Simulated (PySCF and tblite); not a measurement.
1,2,3-trifluorobenzene, C₆H₃F₃, numbered as in [F:1][c:2]1[cH:3][cH:4][cH:5][c:6]([F:7])[c:8]1[F:9].

Classical Langevin dynamics with GFN2-xTB (tblite), gas phase: time step 1.5 fs, H mass 4 u, friction 0.005 fs⁻¹, 400 steps to settle and 8000 to sample, one trajectory a temperature from the lowest conformer.

GIAO shieldings at PBE0/pcSseg-1 (PySCF) on 6 frames a temperature; like atoms are averaged, and of two unlike H on one atom a is the less shielded at the minimum.

Question: How far do thermal motions move the shieldings from their values at the minimum?

Answer: 
| signal | σ at minimum (ppm) | Δσ, 250 K | Δσ, 450 K | Δσ, 700 K |
| --- | --- | --- | --- | --- |
| F1/F7 | 310.4 | -6.1 ± 3.3 | -10.0 ± 4.2 | -11.0 ± 2.6 |
| C2/C6 | 24.5 | -1.7 ± 1.5 | -2.8 ± 1.3 | -0.4 ± 1.8 |
| C3/C5 | 68.0 | 1.1 ± 1.1 | -3.9 ± 0.8 | -3.2 ± 2.0 |
| C4 | 58.5 | -0.2 ± 1.5 | -3.7 ± 1.5 | -4.4 ± 2.7 |
| C8 | 36.6 | -2.9 ± 1.6 | -4.4 ± 2.0 | -1.4 ± 2.4 |
| F9 | 343.4 | -6.9 ± 3.1 | -12.6 ± 3.6 | -6.0 ± 3.9 |
| H3/H5 | 24.46 | 0.18 ± 0.07 | -0.47 ± 0.16 | -0.19 ± 0.30 |
| H4 | 24.40 | -0.07 ± 0.08 | -0.27 ± 0.25 | -0.43 ± 0.23 |

Errors are standard errors over frames. Zero-point motion is missing, and a reference compound would move too.

Question: What do the single frames at 250 K give for F1/F7?

Answer: 
```json
{"t (fs)": "1599", "V above the minimum, tight binding (kcal/mol)": "6.1", "E above it, DFT (kcal/mol)": "7.2", "torsions (°)": "none", "σ (ppm)": "304.8"}
{"t (fs)": "3600", "V above the minimum, tight binding (kcal/mol)": "8.0", "E above it, DFT (kcal/mol)": "9.4", "torsions (°)": "none", "σ (ppm)": "300.6"}
{"t (fs)": "5600", "V above the minimum, tight binding (kcal/mol)": "9.9", "E above it, DFT (kcal/mol)": "10.4", "torsions (°)": "none", "σ (ppm)": "318.8"}
{"t (fs)": "7600", "V above the minimum, tight binding (kcal/mol)": "10.3", "E above it, DFT (kcal/mol)": "12.3", "torsions (°)": "none", "σ (ppm)": "298.6"}
{"t (fs)": "9600", "V above the minimum, tight binding (kcal/mol)": "7.9", "E above it, DFT (kcal/mol)": "8.4", "torsions (°)": "none", "σ (ppm)": "306.1"}
{"t (fs)": "11601", "V above the minimum, tight binding (kcal/mol)": "6.8", "E above it, DFT (kcal/mol)": "8.7", "torsions (°)": "none", "σ (ppm)": "296.6"}
```

Question: And the couplings at B3LYP/pcseg-1 with pcJ-1 on F, H?

Answer: 
| pair | bonds | minimum (Hz) | 250 K | 450 K | 700 K |
| --- | --- | --- | --- | --- | --- |
| F1,F9 | 3 | -14.9 | -14.0 ± 0.9 | -14.0 ± 2.2 | -10.7 ± 2.2 |
| F1,H3 | 3 | 11.1 | 11.5 ± 1.8 | 11.2 ± 1.5 | 16.4 ± 2.8 |
| H3,H4 | 3 | 9.6 | 9.7 ± 0.3 | 9.6 ± 0.3 | 9.6 ± 0.9 |

Computed couplings to fluorine can be off by tens of per cent at such levels.

Changes within two standard errors are not significant.

The study took 19 min on 1 thread of Arm Neoverse V1 (shared host) (rough), peak memory 0.88 GiB, launched as `OMP_NUM_THREADS=1 python ens_run.py task.json out`.
